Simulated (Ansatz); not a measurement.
# Nudged elastic band run: AlF₂H₃O

Input file:

```yaml
crystal:
  periodic: [false, false, false]
  atoms:
    - { symbol: Al, position_ang: [0.079304, 0.012057, 0.134522] }
    - { symbol: H, position_ang: [-0.017177, 0.728065, 1.547055] }
    - { symbol: F, position_ang: [1.436457, 0.236078, -0.789482] }
    - { symbol: F, position_ang: [-1.332997, -0.29583, -0.712472] }
    - { symbol: O, position_ang: [0.137665, -1.909881, 0.674434] }
    - { symbol: H, position_ang: [-0.663142, -2.253664, 0.240927] }
    - { symbol: H, position_ang: [0.031189, -2.041925, 1.629016] }
basis:
  gaussian: { orbitals: "6-31G*" }
hamiltonian:
  xc: pbe0
neb:
  order_check: false
  images: 7
  f_tol: 0.03
  max_iterations: 60
  final_atoms:
    - { symbol: Al, position_ang: [0.03872848, -0.59508528, -0.24633387] }
    - { symbol: H, position_ang: [0.06795484, 0.23903119, 1.86700256] }
    - { symbol: F, position_ang: [1.39545871, 0.29720058, -0.49253865] }
    - { symbol: F, position_ang: [-1.42105607, 0.0949074, -0.57328457] }
    - { symbol: O, position_ang: [0.17682994, -2.24869768, 0.1107486] }
    - { symbol: H, position_ang: [-0.60341263, -2.81049419, 0.08952791] }
    - { symbol: H, position_ang: [0.01679572, -0.50196202, 1.96887801] }
  initial_path:
    images:
      - { positions_ang: [[0.079304, 0.012057, 0.134522], [-0.017177, 0.728065, 1.547055], [1.436457, 0.236078, -0.789482], [-1.332997, -0.29583, -0.712472], [0.137665, -1.909881, 0.674434], [-0.663142, -2.253664, 0.240927], [0.031189, -2.041925, 1.629016]] }
      - { positions_ang: [[0.05613207, 0.00941896, 0.10131], [-0.01284616, 0.54526402, 1.63819636], [1.43833305, 0.18287828, -0.80551665], [-1.37042283, -0.22591263, -0.7426], [0.12942113, -1.92509426, 0.66881568], [-0.60689286, -2.33053388, 0.19023359], [0.03757459, -1.78112049, 1.67356103]] }
      - { positions_ang: [[0.03296014, 0.00678093, 0.06809799], [-0.00851533, 0.36246304, 1.72933771], [1.44020911, 0.12967857, -0.8215513], [-1.40784865, -0.15599526, -0.77272801], [0.12117726, -1.94030753, 0.66319736], [-0.55064371, -2.40740376, 0.13954019], [0.04396018, -1.52031598, 1.71810606]] }
      - { positions_ang: [[0.00978821, 0.00414289, 0.03488599], [-0.00418449, 0.17966205, 1.82047907], [1.44208516, 0.07647885, -0.83758595], [-1.44527448, -0.0860779, -0.80285601], [0.11293339, -1.95552079, 0.65757904], [-0.49439457, -2.48427363, 0.08884678], [0.05034577, -1.25951148, 1.7626511]] }
      - { positions_ang: [[-0.01338373, 0.00150485, 0.00167399], [0.00014634, -0.00313893, 1.91162042], [1.44396122, 0.02327913, -0.85362061], [-1.4827003, -0.01616053, -0.83298402], [0.10468952, -1.97073405, 0.65196071], [-0.43814542, -2.56114351, 0.03815337], [0.05673136, -0.99870697, 1.80719613]] }
      - { positions_ang: [[-0.00035567, -0.14764268, -0.06032798], [0.01709847, 0.0574036, 1.90046596], [1.43183559, 0.0917595, -0.76335012], [-1.46728924, 0.01160645, -0.76805916], [0.12272463, -2.04022496, 0.51665769], [-0.47946222, -2.62348118, 0.05099701], [0.04674745, -0.87452073, 1.8476166]] }
      - { positions_ang: [[0.01267238, -0.29679021, -0.12232994], [0.03405059, 0.11794613, 1.88931149], [1.41970996, 0.16023986, -0.67307963], [-1.45187818, 0.03937343, -0.70313429], [0.14075973, -2.10971586, 0.38135466], [-0.52077902, -2.68581885, 0.06384064], [0.03676354, -0.7503345, 1.88803707]] }
      - { positions_ang: [[0.02570043, -0.44593775, -0.1843319], [0.05100272, 0.17848866, 1.87815703], [1.40758433, 0.22872022, -0.58280914], [-1.43646712, 0.06714042, -0.63820943], [0.15879483, -2.17920677, 0.24605163], [-0.56209582, -2.74815652, 0.07668428], [0.02677963, -0.62614826, 1.92845754]] }
      - { positions_ang: [[0.03872848, -0.59508528, -0.24633387], [0.06795484, 0.23903119, 1.86700256], [1.39545871, 0.29720058, -0.49253865], [-1.42105607, 0.0949074, -0.57328457], [0.17682994, -2.24869768, 0.1107486], [-0.60341263, -2.81049419, 0.08952791], [0.01679572, -0.50196202, 1.96887801]] }
```

Run as:

```bash
$ ansatz run input.yaml --threads 1 --pin off --max-ram 2048MiB --backend cpu --events-out ev --progress --plain --runs-dir out
```

Output, in part (warnings, iteration lines, the closing report on the highest movable image, with atoms numbered from 0):

```
NEB end point (image 0): max|allowed force component| = 7.550e-3 eV/Å (the criterion of neb.relax_end_points is 1.000e-2)
NEB end point (image 8): max|allowed force component| = 6.847e-3 eV/Å (the criterion of neb.relax_end_points is 1.000e-2)
NEB iter   1: max|band force component| = 4.629e0 eV/Å  barrier→ = 2.5101 eV  barrier← = 2.4325 eV  Δτ_max = 0.2000 Å  (219 SCF iters)
NEB iter   2: max|band force component| = 2.566e0 eV/Å  barrier→ = 1.2367 eV  barrier← = 1.1592 eV  Δτ_max = 0.2000 Å  (180 SCF iters)
NEB iter   3: max|band force component| = 7.673e0 eV/Å  barrier→ = 1.0214 eV  barrier← = 0.9439 eV  Δτ_max = 0.1023 Å  (184 SCF iters)
NEB iter   4: max|band force component| = 6.263e-1 eV/Å  barrier→ = 0.9378 eV  barrier← = 0.8602 eV  Δτ_max = 0.1468 Å  (173 SCF iters)
NEB iter   5: max|band force component| = 6.235e-1 eV/Å  barrier→ = 0.8602 eV  barrier← = 0.7827 eV  Δτ_max = 0.0623 Å  (170 SCF iters)
NEB iter   6: max|band force component| = 8.162e-1 eV/Å  barrier→ = 0.8600 eV  barrier← = 0.7825 eV  CI = image 4  Δτ_max = 0.1331 Å  (167 SCF iters)
NEB iter   7: max|band force component| = 4.636e-1 eV/Å  barrier→ = 0.9262 eV  barrier← = 0.8486 eV  CI = image 4  Δτ_max = 0.0482 Å  (170 SCF iters)
NEB iter   8: max|band force component| = 1.501e-1 eV/Å  barrier→ = 0.9142 eV  barrier← = 0.8367 eV  CI = image 4  Δτ_max = 0.0174 Å  (162 SCF iters)
NEB iter   9: max|band force component| = 5.436e-2 eV/Å  barrier→ = 0.9133 eV  barrier← = 0.8358 eV  CI = image 4  Δτ_max = 0.0076 Å  (156 SCF iters)
NEB iter  10: max|band force component| = 2.650e-2 eV/Å  barrier→ = 0.9132 eV  barrier← = 0.8357 eV  CI = image 4  Δτ_max = 0.0000 Å  (321 SCF iters)
Total energy: -14119.05644373 eV, -518.8657540668 hartree
Atom 0 at     0.056369    -0.259139    -0.067975 Å, force     0.000882    -0.014572     0.014887 eV/Å
Atom 1 at     0.003399    -0.068570     1.682039 Å, force     0.001164     0.009704    -0.000204 eV/Å
Atom 2 at     1.436975     0.358187    -0.711414 Å, force     0.001740     0.000064    -0.000492 eV/Å
Atom 3 at    -1.403303     0.068358    -0.760392 Å, force    -0.000888     0.002439     0.002195 eV/Å
Atom 4 at     0.159558    -1.966014     0.586399 Å, force    -0.002028     0.007096    -0.005708 eV/Å
Atom 5 at    -0.605789    -2.552396     0.485406 Å, force     0.004597    -0.002622     0.002791 eV/Å
Atom 6 at     0.024090    -1.105525     1.509937 Å, force    -0.005466    -0.002109    -0.013470 eV/Å
Dipole moment:    -0.279997    -0.459742     0.347451 e Å
```

The forces met the threshold. A vibrational analysis at the climbing image gives one clearly imaginary mode, 1275i cm⁻¹: a first-order saddle point. The orbitals stay closed-shell, which can raise the energy where a bond breaks towards radicals; this wasn't checked here.

Final band (atoms are numbered from 1 in the order of the input):

```json
{"image": "0", "path coordinate (Å)": "0.00", "energy (kcal/mol)": "0.0", "Al1–H2 (Å)": "1.59", "O5–H7 (Å)": "0.97", "H2–H7 (Å)": "2.77"}
{"image": "1", "path coordinate (Å)": "0.38", "energy (kcal/mol)": "0.8", "Al1–H2 (Å)": "1.59", "O5–H7 (Å)": "0.97", "H2–H7 (Å)": "2.40"}
{"image": "2", "path coordinate (Å)": "0.75", "energy (kcal/mol)": "3.7", "Al1–H2 (Å)": "1.60", "O5–H7 (Å)": "0.98", "H2–H7 (Å)": "1.95"}
{"image": "3", "path coordinate (Å)": "1.13", "energy (kcal/mol)": "10.8", "Al1–H2 (Å)": "1.65", "O5–H7 (Å)": "1.02", "H2–H7 (Å)": "1.49"}
{"image": "4", "path coordinate (Å)": "1.50", "energy (kcal/mol)": "21.1", "Al1–H2 (Å)": "1.76", "O5–H7 (Å)": "1.27", "H2–H7 (Å)": "1.05"}
{"image": "5", "path coordinate (Å)": "1.83", "energy (kcal/mol)": "12.4", "Al1–H2 (Å)": "1.92", "O5–H7 (Å)": "1.63", "H2–H7 (Å)": "0.82"}
{"image": "6", "path coordinate (Å)": "2.16", "energy (kcal/mol)": "4.7", "Al1–H2 (Å)": "2.12", "O5–H7 (Å)": "1.98", "H2–H7 (Å)": "0.76"}
{"image": "7", "path coordinate (Å)": "2.49", "energy (kcal/mol)": "2.2", "Al1–H2 (Å)": "2.25", "O5–H7 (Å)": "2.32", "H2–H7 (Å)": "0.75"}
{"image": "8", "path coordinate (Å)": "2.82", "energy (kcal/mol)": "1.8", "Al1–H2 (Å)": "2.27", "O5–H7 (Å)": "2.56", "H2–H7 (Å)": "0.75"}
```

The run took 2.8 min on 1 thread of Arm Neoverse V1, with other jobs on the host, peak memory 0.13 GiB.
